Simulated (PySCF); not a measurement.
# Gas-phase XPS of `CC(C)C1CCCCC1`, computed

C9H18.
Structure used (PBE0-D3(BJ)/def2-SVP), in Å, numbered top down from 1:
```
atom  x, y, z in Å
C1    -2.0177    1.4341    0.7968
C2    -1.7784   -0.0257    0.4204
C3    -2.7686   -0.4727   -0.6507
C4    -0.3220   -0.3357    0.0245
C5     0.2013    0.4876   -1.1551
C6     1.6146    0.0713   -1.5512
C7     2.5753    0.1612   -0.3706
C8     2.0630   -0.6415    0.8203
C9     0.6466   -0.2261    1.2041
H10   -1.8959    2.1001   -0.0722
H11   -1.3297    1.7791    1.5831
H12   -3.0432    1.5748    1.1721
H13   -1.9785   -0.6338    1.3223
H14   -2.6141   -1.5276   -0.9270
H15   -2.6737    0.1303   -1.5681
H16   -3.8065   -0.3662   -0.2987
H17   -0.3102   -1.3963   -0.2953
H18    0.2093    1.5568   -0.8778
H19   -0.4748    0.3966   -2.0203
H20    1.9746    0.6920   -2.3879
H21    1.5949   -0.9690   -1.9239
H22    2.6839    1.2202   -0.0732
H23    3.5808   -0.1824   -0.6638
H24    2.7416   -0.5284    1.6815
H25    2.0678   -1.7160    0.5617
H26    0.2812   -0.8394    2.0451
H27    0.6665    0.8171    1.5672
```

Computed, not measured: PySCF 2.14.0, delta-SCF UKS SCAN, pcX-2 on the ionised atom, pcseg-1 elsewhere, spin-free X2C. Binding energies are ΔSCF values: E(core-ionised, relaxed orbitals) − E(ground state) at a fixed geometry, referred to the vacuum level.

Task: What binding energy does each computed site have?

Result: 
| atom(s) | bonded to | level | binding energy (eV) | above the level's lowest (eV) | count |
| --- | --- | --- | --- | --- | --- |
| C1/C3 | C and 3 H | C 1s | 290.21 | +0.20 | 2 |
| C2 | 3 C and H | C 1s | 290.23 | +0.22 | 1 |
| C4 | 3 C and H | C 1s | 290.01 | 0.00 | 1 |
| C5/C9 | 2 C and 2 H | C 1s | 290.05 | +0.04 | 2 |
| C6/C8 | 2 C and 2 H | C 1s | 290.20 | +0.19 | 2 |
| C7 | 2 C and 2 H | C 1s | 290.21 | +0.20 | 1 |

The 6 C 1s values lie within 0.22 eV of each other; Gaussian lines of 0.5 eV full width would blend them into one maximum.

Task: What is the C 1s shift of C5/C9 against C6/C8?

Result: 290.05 − 290.20 = -0.15 eV, or -14 kJ/mol.

One atom of each set of topologically equivalent atoms was ionised and stands for the set; in this conformer not all members are related by symmetry, and their own values weren't computed. The structure is a single PBE0-D3(BJ)/def2-SVP conformer in the gas phase; no vibrational or solvent corrections.
